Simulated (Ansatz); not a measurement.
Li₁₀⁺ (relaxed from a model of Li10 tetrahedron, whose bonding it doesn't keep). Charge 1, multiplicity 4. Geometry PBE/def2-TZVP; atoms count from 1.

| atom | x (Å) | y (Å) | z (Å) |
| --- | --- | --- | --- |
| Li1 | -1.9094 | -2.2967 | 1.0825 |
| Li2 | -0.9724 | 0.3898 | 0.5778 |
| Li3 | 1.3538 | 2.7248 | 0.4151 |
| Li4 | -1.2298 | -1.2977 | -1.6226 |
| Li5 | -3.6504 | 0.0708 | -0.5862 |
| Li6 | -1.2644 | 1.9443 | -1.7641 |
| Li7 | 1.1648 | -2.2073 | 0.3489 |
| Li8 | 1.3935 | 0.0560 | 2.1069 |
| Li9 | 1.3110 | 0.3417 | -0.9922 |
| Li10 | 3.8032 | 0.2742 | 0.4340 |

At PBE0/def2-TZVP a doublet of charge 1 lies 0.10 eV below the quartet, each at its own geometry.

Estimate the Mulliken populations from the PBE0/def2-TZVP orbitals of Ansatz.


| atom | charge (e) | spin (α − β) |
| --- | --- | --- |
| Li1 | 0.22 | 0.30 |
| Li2 | -0.18 | 0.18 |
| Li3 | 0.20 | 0.33 |
| Li4 | 0.09 | 0.31 |
| Li5 | 0.19 | 0.45 |
| Li6 | 0.20 | 0.14 |
| Li7 | 0.13 | 0.28 |
| Li8 | 0.07 | 0.25 |
| Li9 | -0.14 | 0.27 |
| Li10 | 0.23 | 0.50 |
Mulliken values depend strongly on the basis.

Where does the spin sit?

Summed by element: Li 3.00, of 3 unpaired in all. Largest on single atoms: Li10 0.50, Li5 0.45, Li3 0.33.

And the Mayer bond orders between heavy atoms (over 0.3)?

Li2–Li4 0.31 (2.78 Å); Li3–Li9 0.31 (2.77 Å); Li8–Li9 0.34 (3.11 Å).
